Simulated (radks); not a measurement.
Pm, 61 electrons, occupied as [Xe] 4f5 6s2. All-electron calculation, scalar-relativistic Kohn-Sham, LDA (Slater exchange, VWN5 correlation), spin-polarised, spherical densities, point nucleus; open shells are filled with parallel spins first (spin-orbit coupling, left out, can overturn this in heavy ions); hard spherical wall at 8 bohr. Program: a radial shooting solver on a logarithmic mesh with Libxc functionals.

Unscreened Slater integrals over Kohn-Sham orbitals (hartree). They are taken over the spin-up orbitals. Empty in this configuration: 5d.

| integral | value |
|---|---|
| F0(4f,4f) | 0.91379 |
| F2(4f,4f) | 0.41686 |
| F4(4f,4f) | 0.25835 |
| F6(4f,4f) | 0.18499 |
| F0(4f,6s) | 0.29098 |
| G3(4f,6s) | 0.012911 |
| F0(4f,5p) | 0.62515 |
| F2(4f,5p) | 0.22830 |
| G2(4f,5p) | 0.13498 |
| G4(4f,5p) | 0.10062 |
| F0(4f,5s) | 0.70372 |
| G3(4f,5s) | 0.15064 |
| F0(4f,5d) | 0.39721 |
| F2(4f,5d) | 0.095739 |
| F4(4f,5d) | 0.047299 |
| G1(4f,5d) | 0.057271 |
| G3(4f,5d) | 0.040988 |
| G5(4f,5d) | 0.029987 |
| F0(6s,6s) | 0.22832 |
| F0(6s,5p) | 0.28012 |
| G1(6s,5p) | 0.021427 |
| F0(6s,5s) | 0.28446 |
| G0(6s,5s) | 0.011226 |
| F0(6s,5d) | 0.25249 |
| G2(6s,5d) | 0.091796 |
| F0(5p,5p) | 0.53417 |
| F2(5p,5p) | 0.28601 |
| F0(5p,5s) | 0.57430 |
| G1(5p,5s) | 0.38146 |
| F0(5p,5d) | 0.37348 |
| F2(5p,5d) | 0.16048 |
| G1(5p,5d) | 0.17639 |
| G3(5p,5d) | 0.10706 |
| F0(5s,5s) | 0.62735 |
| F0(5s,5d) | 0.38537 |
| G2(5s,5d) | 0.10289 |
| F0(5d,5d) | 0.30420 |
| F2(5d,5d) | 0.15113 |
| F4(5d,5d) | 0.097109 |

Derived for the open shells (J is the average intra-shell exchange parameter used in DFT+U). 4f: F4/F2 = 0.620, F6/F2 = 0.444, J = (286 F2 + 195 F4 + 250 F6)/6435 = 0.03354 hartree.
